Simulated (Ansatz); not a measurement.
Input file for Ansatz (a quantum-chemistry and plane-wave program): R-CCSD(T)/aug-cc-pVTZ on CH3Br (SMILES CBr) with ghost functions, monomers drawn apart or pushed together. The run froze 15 orbitals, filled d shells among them.

Ansatz 0.2 input:
```yaml
crystal:
  periodic: [false, false, false]
  atoms:
    - {symbol: C, position_ang: [-0.33939768, 0.78404486, 5.70483553]}
    - {symbol: Br, position_ang: [-0.26118486, -1.17964624, 5.63904723]}
    - {symbol: H, position_ang: [-1.27785074, 1.05007530, 6.17706474]}
    - {symbol: H, position_ang: [-0.28963308, 1.13722706, 4.68128168]}
    - {symbol: H, position_ang: [0.51128966, 1.11760117, 6.28753501]}
basis:
  gaussian:
    orbitals: aug-cc-pVTZ
    ghost_atoms:
      - {symbol: F, position_ang: [-0.03944370, -0.14847424, 0.64158482]}
      - {symbol: H, position_ang: [-0.06251873, -0.64868843, 1.43193789]}
magnetization: {spin_polarized: false}
correlation: {method: ccsd_t, electrons: outside_noble_gas}
scf: {lower_state_search: off}
```

Program output:

```
WARN ansatz: RAYON_NUM_THREADS=1 ignored (pool sized by the plan → 1); use --threads N
Functional definition: HF
these checks for a lower state are left out or cut short: stability, starts, cluster_reference, orbital_swaps, neighbouring_geometries, increment
integrals: 1.42 GiB planned
1421 factors; integrals over basis functions are off by at most 1.3e-3 eV
mean field: 0.75 GiB planned
mean field evaluation 1: about -71077.8938 eV, gradient 1.6e1 eV
mean field evaluation 2: about -71077.9203 eV, gradient 1.6e1 eV
mean field evaluation 4: about -71078.6516 eV, gradient 2.0e0 eV
mean field evaluation 8: about -71078.6658 eV, gradient 8.6e-2 eV
mean field -71078.66584929 eV, -2612.0927911112 hartree, gradient 2.6e-6 eV, S^2 0.000000; 0 other end points of the search recorded, 0 dependent functions left out
15 core orbitals not correlated
reference -71078.66584929 eV, -2612.0927911112 hartree; 7, 7 occupied and 221, 221 virtual orbitals, 1421 factors
second order -9.58956235 eV of doubles, -0.00000000 eV of singles
coupled cluster: 1.68 GiB planned
cycle   1  -10.09583745 eV  change   -5.1e-1 eV  update   6.2e-2
cycle   2  -10.32968953 eV  change   -2.3e-1 eV  update   1.8e-2
cycle   3  -10.36995754 eV  change   -4.0e-2 eV  update   7.4e-3
cycle   4  -10.36791143 eV  change    2.0e-3 eV  update   1.7e-3
cycle   5  -10.36801728 eV  change   -1.1e-4 eV  update   5.8e-4
cycle   6  -10.36806471 eV  change   -4.7e-5 eV  update   1.7e-4
cycle   7  -10.36806579 eV  change   -1.1e-6 eV  update   5.2e-5
cycle   8  -10.36807800 eV  change   -1.2e-5 eV  update   1.8e-5
cycle   9  -10.36807880 eV  change   -8.1e-7 eV  update   4.7e-6
perturbative correction -0.41298234 eV, -0.0151768211 hartree
Total energy: -71089.44691043 eV, -2612.4889878005 hartree
Checks for a lower state left out: stability, starts, cluster_reference, orbital_swaps, neighbouring_geometries, increment
```

Self-consistency was reached.

Cost: around 2.7 core-minutes (rough).
